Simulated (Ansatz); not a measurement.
Total energies of CH3ClMoO2, SMILES `[CH3][Mo](=[O])(=[O])[Cl]`.

```xyz
8

C     0.588   -0.581    0.757
Mo   -0.492    0.582   -0.604
O    -1.694    1.321    0.286
O     0.570    1.754   -1.139
Cl   -1.289   -0.715   -2.265
H     1.418   -1.054    0.226
H     0.981    0.034    1.569
H    -0.081   -1.341    1.169
```

Total charge 0; spin multiplicity 1. Correlated methods include outer-core shells of Mo, which these sets cover unevenly. Mo takes the def2 core potential. All single points use the PBE0-D4/def2-TZVP geometry. Basis def2-TZVPP, Ansatz.

| functional | energy without D4 (Eh) | D4 term (kJ/mol) |
| --- | --- | --- |
| LDA (SPW92) | -716.00333 | – |
| PBE | -718.68088 | -21.3 |
| revPBE | -718.96210 | -56.1 |
| BLYP | -718.98673 | -45.7 |
| r2SCAN | -718.95171 | -5.1 |
| B97M-V | -718.87221 | – |
| PBE0 | -718.64213 | -18.2 |
| B3LYP | -719.05998 | -34.7 |
| r2SCANh | -718.90341 | -5.5 |
| r2SCAN0 | -718.83304 | -6.1 |
| HSE06 (plane-wave form) | -718.62547 | -17.1 |
| BHLYP | -718.76077 | -29.0 |
| CAM-B3LYP | -718.90444 | -18.8 |
| LC-ωPBE | -718.77045 | – |
| ωB97X-V | -718.83197 | – |
| ωB97M-V | -718.82590 | – |
| B2PLYP | -718.69199 | – |
| PBE-QIDH | -718.47697 | – |

B3LYP takes the VWN-RPA correlation (the form of Gaussian; ORCA's B3LYP/G). HSE06 is the plane-wave form, built on full-range PBE exchange. The double hybrids freeze the cores in their second-order part.

LC-ωPBE has ω = 0.4 bohr⁻¹.
